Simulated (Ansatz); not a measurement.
Species: C$_{2}$H$_{8}$GeN, charge 0, multiplicity 2. It need not be the lowest isomer of its formula. 
Geometry from a B3LYP-D3(BJ)/def2-TZVP (Ansatz, a program for electronic structure) optimisation:
SMILES: [CH2][N](C)[GeH3]
```xyz
12

C     -1.7529    -0.7372     0.6048
N     -0.8911     0.1968     0.0654
C     -1.4271     1.0648    -0.9687
Ge     0.9382    -0.1457     0.0990
H     -1.3940    -1.3506     1.4185
H     -2.8152    -0.5665     0.4979
H     -2.3480     1.5355    -0.6125
H     -1.6614     0.5199    -1.8924
H     -0.7145     1.8553    -1.2055
H      1.3427    -1.1650    -0.9888
H      1.2504    -0.7104     1.4916
H      1.6351     1.2003    -0.1516
```
Charge 0, spin multiplicity 2.

Computed values are from Ansatz. Cores are frozen in the correlated levels unless marked. Open shells are spin-unrestricted. No spin-orbit coupling. Frozen are the shells of the preceding noble gas and the d and f shells that filled before the atom's block. Non-relativistic. CBS(X,Y): correlation extrapolated as X^-3; Hartree-Fock from the larger set.

```yaml
atomisation energy De: 951.9 kcal/mol at CCSD(T)/CBS(cc-pVTZ,cc-pVQZ)
total_energy: -2211.0601 Eh at CCSD(T)/CBS(cc-pVTZ,cc-pVQZ)
dipole_moment: 1.18 D at CCSD(T)/aug-cc-pVDZ
T1 diagnostic: 0.016 at CCSD/cc-pVQZ
```
